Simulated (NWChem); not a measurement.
System meant: sulfur difluoride (SF2); SMILES FSF

NWChem input:

```
start job
memory heap 200 mb stack 900 mb global 1100 mb
geometry units angstroms noautoz
  F      1.227542     0.000000    -0.496096
  S      0.000000     0.000000     0.548457
  F     -1.227542     0.000000    -0.496096
end
basis spherical
  * library def2-svp
end
dft
  xc pbe0
  iterations 4
  mulliken
end
task dft energy
```

End of the output:

```
    Atom       Charge   Shell Charges
 -----------   ------   -------------------------------------------------------
    1 F    9     9.27   1.98  1.05  0.82  3.20  2.20  0.01
    2 S   16    15.47   2.00  1.96  1.06  0.75  5.80  1.75  1.89  0.28
    3 F    9     9.27   1.98  1.05  0.82  3.20  2.20  0.01

 center of mass
 --------------
 x =   0.00000000 y =   0.00000000 z =  -0.02692656

 moments of inertia (a.u.)
 ------------------
          67.650584142066           0.000000000000           0.000000000000
           0.000000000000         272.114848863715           0.000000000000
           0.000000000000           0.000000000000         204.464264721650

     Multipole analysis of the density
     ---------------------------------

     L   x y z        total         alpha         beta         nuclear
     -   - - -        -----         -----         ----         -------
     0   0 0 0     -0.000000    -17.000000    -17.000000     34.000000

     1   1 0 0     -0.000000     -0.000000     -0.000000      0.000000
     1   0 1 0     -0.000000     -0.000000     -0.000000      0.000000
     1   0 0 1      0.557369      0.278684      0.278684      0.000000

     2   2 0 0    -17.007543    -56.933597    -56.933597     96.859650
     2   1 1 0     -0.000000     -0.000000     -0.000000      0.000000
     2   1 0 1      0.000000      0.000000      0.000000      0.000000
     2   0 2 0    -16.868677     -8.434338     -8.434338      0.000000
     2   0 1 1     -0.000000     -0.000000     -0.000000      0.000000
     2   0 0 2    -15.513964    -24.259196    -24.259196     33.004427

 ------------------------------------------------------------------------
 dft energy failed                                                                                  0
 ------------------------------------------------------------------------
 ------------------------------------------------------------------------
  current input line :
    16: task dft energy
 ------------------------------------------------------------------------
 ------------------------------------------------------------------------
 This type of error is most commonly associated with calculations not reaching convergence criteria
 ------------------------------------------------------------------------
 For more information see the NWChem manual at https://nwchemgit.github.io

0:dft energy failed:Received an Error in Communication
```

**Question.** What is wrong, and how is it mended?

**Answer.** The run did not converge; its last values are not results. Cause: the SCF was allowed too few iterations. This input runs:
```
start job
memory heap 200 mb stack 900 mb global 1100 mb
geometry units angstroms noautoz
  F      1.227542     0.000000    -0.496096
  S      0.000000     0.000000     0.548457
  F     -1.227542     0.000000    -0.496096
end
basis spherical
  F library def2-svp
  S library def2-svp
end
dft
  xc pbe0
  iterations 150
  mulliken
end
task dft energy
```
It converges to -597.19320 Ha (PBE0/def2-SVP).
